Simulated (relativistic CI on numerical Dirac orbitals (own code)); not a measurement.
Crystal-field levels of Tb³⁺, 4f8

Calculated by Dirac-Coulomb-Breit CI, orbitals from a KLI potential per configuration, a model potential for QED, one configuration in a parametric crystal field, unscaled Slater integrals (own radial code). With so little scaling, terms lie 10 to 35 % too far apart, which can change the order of excited levels.

Field parameters in Wybourne normalisation. The field is a parameter set, without covalency.

S and J are read from ⟨S²⟩ = S(S + 1) and ⟨J²⟩ = J(J + 1) of each level; they are not fictitious spins.

D4h, B20 = -870, B40 = 1070, B44 = -1370, B60 = 620, B64 = 430 cm⁻¹, the lowest 10 levels:

| E (cm⁻¹) | Degeneracy | Irrep | S | J |
| --- | --- | --- | --- | --- |
| 0.0 | 1 | B1 | 2.97 | 5.99 |
| 8.7 | 2 | E | 2.97 | 5.99 |
| 24.2 | 1 | A1 | 2.97 | 5.99 |
| 160 | 1 | A2 | 2.97 | 5.98 |
| 222 | 2 | E | 2.97 | 5.98 |
| 253 | 1 | B2 | 2.97 | 5.98 |
| 329 | 1 | A1 | 2.97 | 5.98 |
| 370 | 2 | E | 2.97 | 5.97 |
| 625 | 1 | B1 | 2.97 | 5.97 |
| 633 | 1 | B2 | 2.97 | 5.98 |

C2v, B20 = -570, B22 = -360, B40 = 750, B42 = 340, B44 = 90, B60 = -180, B62 = -190, B64 = 430, B66 = 280 cm⁻¹, the lowest 16 levels:

```csv
E (cm⁻¹),Degeneracy,S,J
0.0,1,2.97,6.00
0.0,1,2.97,6.00
9.1,1,2.97,6.00
9.2,1,2.97,6.00
90.0,1,2.97,5.99
90.7,1,2.97,5.99
168,1,2.97,5.99
193,1,2.97,5.99
244,1,2.97,6.00
246,1,2.97,5.99
266,1,2.97,5.99
447,1,2.97,5.99
447,1,2.97,5.99
2003,1,2.98,5.00
2010,1,2.98,5.00
2112,1,2.98,5.00
```

The next free-ion level lies 2007 cm⁻¹ above the lowest; the field splits the ground level into components whose J stays near 6 as long as their spread is small against that gap.

Levels of this model without a field, named by their leading LS term: 7F_6 0, 7F_5 2007, 7F_4 3297, 7F_3 4281, 7F_2 4978, 7F_1 5434, 7F_0 5659, 5D_4 22379 cm⁻¹.
